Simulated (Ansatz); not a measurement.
```xyz
5

Ge   -0.0015    0.0512    0.0382
H     0.8528    0.9084    0.9346
H     0.9627   -0.8642   -0.8590
H    -0.8452    0.8744   -0.9070
H    -0.9209   -0.8043    0.8926
```

RHF on singlet GeH4 was run in several spherical basis sets with Ansatz (development build ahead of 0.2.0).

Question: Rank the basis sets by the total energy that they give, lowest first, with the distance from the lowest.
A. STO-3G
B. 6-31G
C. cc-pVDZ
D. def2-SVP

Answer: C (0.00 eV), D (6.25 eV), B (8.99 eV), A (641.36 eV).

Totals follow the description of the cores as much as that of the bonds, so this order isn't one of quality for chemistry.
